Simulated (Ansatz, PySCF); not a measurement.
PySCF was given this input:
```python
from pyscf import gto, scf, dft

mol = gto.M(
    atom='''
Ge   -0.01929445   -0.00138719    0.27034132
Cl   -0.21577045    2.04019173   -0.21134258
Cl    1.89128543   -0.81909955   -0.07563228
Cl   -1.63154486   -1.21793090   -0.32910572
H    -0.13006941   -0.00935147    1.82244780
''',
    basis='sto-3g',
    charge=1,
    spin=1,
    verbose=4,
)

mf = dft.UKS(mol)
mf.xc = 'b3lyp'
mf.grids.atom_grid = (99, 590)
mf.grids.prune = None
mf.kernel()
```

Problem. Give the equivalent Ansatz (an electronic-structure program) input.

Solution. One answer among several that fit: 
Ansatz 0.2 input:
```yaml
crystal:
  periodic: [false, false, false]
  atoms:
    - {symbol: Ge, position_ang: [-0.01929445, -0.00138719, 0.27034132]}
    - {symbol: Cl, position_ang: [-0.21577045, 2.04019173, -0.21134258]}
    - {symbol: Cl, position_ang: [1.89128543, -0.81909955, -0.07563228]}
    - {symbol: Cl, position_ang: [-1.63154486, -1.21793090, -0.32910572]}
    - {symbol: H, position_ang: [-0.13006941, -0.00935147, 1.82244780]}
basis:
  gaussian:
    orbitals: STO-3G
hamiltonian:
  xc: b3lyp
total_charge: 1
magnetization: {spin_polarized: true, initial_magnetization: 1}
accuracy: high
```

Both were run: PySCF gave -3418.961916 Eh and Ansatz -3418.961917 Eh, 0.002 mEh apart.
